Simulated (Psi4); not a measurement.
rhodium atom (Rh), quartet (all electrons, no relativity); HF/3-21G in Psi4.

Psi4 was given this input:
```
memory 2 GB

molecule mol {
0 4
Rh    0.000000    0.000000    0.000000
}

set {
  basis 3-21g
  reference uhf
  scf_type pk
  damping_percentage 50
}

energy('scf')
print_variables()
```

It wrote (shortened):

```
   => Loading Basis Set <=

    Name: 3-21G
    Role: ORBITAL
    Keyword: BASIS

         ---------------------------------------------------------
                                   SCF
               by Justin Turney, Rob Parrish, Andy Simmonett
                          and Daniel G. A. Smith
                              UHF Reference
         ---------------------------------------------------------

  ==> Geometry <==

    Molecular point group: d2h
    Geometry (in Angstrom), charge = 0, multiplicity = 4:

       Center              X                  Y                   Z               Mass
    ------------   -----------------  -----------------  -----------------  -----------------
         RH           0.000000000000     0.000000000000     0.000000000000   102.905498000000

  Running in d2h symmetry.

  Rotational constants: A = ************  B = ************  C = ************ [cm^-1]
  Rotational constants: A = ************  B = ************  C = ************ [MHz]
  Nuclear repulsion =    0.000000000000000

  Charge       = 0
  Multiplicity = 4
  Electrons    = 45
  Nalpha       = 24
  Nbeta        = 21

  ==> Algorithm <==

  SCF Algorithm Type is PK.
  DIIS enabled.
  MOM disabled.
  Fractional occupation disabled.
  Guess Type is CORE.
  Energy threshold   = 1.00e-06
  Density threshold  = 1.00e-06
  Integral threshold = 1.00e-12

  ==> Primary Basis <==

  Basis Set: 3-21G
    Blend: 3-21G
    Number of shells: 14
    Number of basis functions: 39
    Number of Cartesian functions: 39
    Spherical Harmonics?: false
    Max angular momentum: 2

  ==> Integral Setup <==

  Using in-core PK algorithm.
   Calculation information:
      Number of atoms:                   1
      Number of AO shells:              14
      Number of primitives:             33
      Number of atomic orbitals:        39
      Number of basis functions:        39

      Integral cutoff                 1.00e-12
      Number of threads:                 1

  Performing in-core PK
  Using 609180 doubles for integral storage.
  We computed 5565 shell quartets total.
  Whereas there are 5565 unique shell quartets.

  ==> DiskJK: Disk-Based J/K Matrices <==

    J tasked:                  Yes
    K tasked:                  Yes
    wK tasked:                  No
    Schwarz Cutoff:          1E-12

  Minimum eigenvalue in the overlap matrix is 1.2941202927E-03.
  Reciprocal condition number of the overlap matrix is 2.9504827917E-04.
    Using symmetric orthogonalization.

[...]
   @UHF iter  90: -4664.06515745030902    3.35042e-02   8.64834e-04 ADIIS/DIIS/DAMP=50%
   @UHF iter  91: -4664.07215057395206   -6.99312e-03   9.42902e-04 ADIIS/DIIS/DAMP=50%
   @UHF iter  92: -4664.07182115172600    3.29422e-04   1.09593e-03 ADIIS/DIIS/DAMP=50%
   @UHF iter  93: -4664.09137575096975   -1.95546e-02   1.06003e-03 ADIIS/DIIS/DAMP=50%
   @UHF iter  94: -4664.10572045527260   -1.43447e-02   1.15007e-03 ADIIS/DIIS/DAMP=50%
   @UHF iter  95: -4664.07500369606987    3.07168e-02   9.10628e-04 ADIIS/DIIS/DAMP=50%
   @UHF iter  96: -4664.07513700503569   -1.33309e-04   9.92105e-04 ADIIS/DIIS/DAMP=50%
   @UHF iter  97: -4664.08539326778737   -1.02563e-02   1.06397e-03 ADIIS/DIIS/DAMP=50%
   @UHF iter  98: -4664.07740979371647    7.98347e-03   1.01604e-03 ADIIS/DIIS/DAMP=50%
   @UHF iter  99: -4664.07453806007379    2.87173e-03   1.10791e-03 ADIIS/DIIS/DAMP=50%
   @UHF iter 100: -4664.08016499134465   -5.62693e-03   1.20845e-03 ADIIS/DIIS/DAMP=50%

PsiException: Could not converge SCF iterations in 100 iterations.

  Failed to converge.

Traceback (most recent call last):
  File "psi4", line 375, in <module>
  File "<string>", line 24, in <module>
  File "site-packages/psi4/driver/driver.py", line 533, in energy
  File "site-packages/psi4/driver/procrouting/proc.py", line 2760, in run_scf
  File "site-packages/psi4/driver/procrouting/proc.py", line 2047, in scf_helper
  File "site-packages/psi4/driver/procrouting/scf_proc/scf_iterator.py", line 93, in scf_compute_energy
  File "site-packages/psi4/driver/procrouting/scf_proc/scf_iterator.py", line 86, in scf_compute_energy
  File "site-packages/psi4/driver/procrouting/scf_proc/scf_iterator.py", line 609, in scf_iterate

psi4.driver.p4util.exceptions.SCFConvergenceError: Could not converge SCF iterations in 100 iterations.

Printing out the relevant lines from the Psithon --> Python processed input file:
    core.IO.set_default_namespace("mol")
    core.set_global_option("BASIS", "3-21g")
    core.set_global_option("REFERENCE", "uhf")
    core.set_global_option("SCF_TYPE", "pk")
    core.set_global_option("DAMPING_PERCENTAGE", 50)
--> energy('scf')
    print_variables()

!-------------------------------------------------------!
!                                                       !
!  Could not converge SCF iterations in 100 iterations. !
!                                                       !
!-------------------------------------------------------!
```

Convergence was not reached.
